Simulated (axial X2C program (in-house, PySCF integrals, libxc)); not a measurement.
**MoOH⁻: properties at the nuclei**

Computed with an in-house all-electron X2C program for linear molecules (integrals from PySCF): two-component X2C with atomic mean-field Coulomb and Gaunt terms, Gaussian nuclei, basis Mo dyall-v3z, O dyall-av3z, H dyall-v3z with contracted cores.

Mo–O–H held linear, with bonds 2.043 and 0.954 Å (near the PBE0 minimum at charge -1 of the determinant lowest at the starting distance; the state shown can have its own minimum elsewhere, held linear; other orders of the atoms were not compared).

Input and command:
```json
{"zs": [42, 8, 1], "q": -1, "bas": ["dyall-v3z", "dyall-av3z", "dyall-v3z"], "r0": [2.01, 0.96], "symm": 0, "scan": ["PBE0", "HF", "TPSSh"], "levels": ["PBE0", "HF", "LDA"], "nst": 2}
```
```bash
python solin.py task.json out
```

Keys: zs atomic numbers; q charge; bas basis sets; r0 starting distance in Å; symm equal bonds; scan levels of the two-bond scan; levels methods; nst determinants followed.

Determinant lowest in the PBE0 search, Ω = 3 (⟨Sz⟩ = 3.00, ⟨Lz⟩ = 0.00 at PBE0), spin on the atoms Mo 3.02, O -0.03, H 0.01:

```tsv
level	Eeff magnitude (GV/cm)	Ws magnitude Mo (kHz)	A∥/gI Mo (MHz)	qzz Mo (a.u.)	A∥/gI O (MHz)	qzz O (a.u.)	A∥/gI H (MHz)	qzz H (a.u.)
PBE0	0.547	0.194	350	-2.05	13.4	1.55	1.73	0.53
HF	0.403	0.0558	121	-2.71	0.498	1.63	1.07	0.53
LDA	0.711	0.218	470	-1.81	17.3	1.43	1.91	0.53
```

Eeff is the effective electric field on the electron electric dipole moment in this Ω state and Ws the scalar–pseudoscalar constant of the nucleus named (defined with the proton number Z and per Ω); A∥ (defined per Ω) follows by multiplying with gI = μI/(I μN); qzz is the electric field gradient, eQq0 = 234.96 MHz × Q/barn × qzz. The operators were transformed with the bare-nucleus X2C matrices; with these basis sets, hyperfine constants and field gradients can be off by tens of per cent, and where levels differ in sign neither size nor sign is settled.

Problem. With Q(95Mo) = -0.022 barn, Q(17O) = -0.02558 barn, gI(1H) = 5.5857 (g factors from the IAEA table of nuclear moments by Stone; Q from Pyykkö, Mol. Phys. 2018), turn the PBE0 values of the first state into constants in MHz.

Solution. eQq0(95Mo) = 234.96 × (-0.022) × (-2.05) = 10.6 MHz; eQq0(17O) = 234.96 × (-0.02558) × (1.55) = -9.32 MHz; A∥(1H) = 1.73 × 5.5857 = 9.66 MHz.

The molecule was held linear; bending was not examined, so a bent shape may lie lower.

Each state is one determinant with collinear spin, which with several unpaired electrons need not be a pure state. Unrestricted Hartree–Fock can overshoot spin polarisation at the nuclei. In the state Ω = 3 the sign of Eeff differs between levels (HF against PBE0). For an anion, determinants above electron detachment, or with a positive highest level, are held by the basis set. This is the top spin component of a Σ state; components of lower Ω are not single determinants and can lie lower. With several open shells hyperfine constants can be off by a factor of several. Open-shell Ω = 0 determinants with evenly filled partner blocks cannot be reached by this program, so the Ω shown need not be the lowest component. States lie within half an eV, so the first need not be the ground state. Further determinants of the search, some of them spin-mixed, are not shown. Where a field gradient or hyperfine factor spreads by more than a factor of two over the levels, a constant derived from it is not to be relied on.
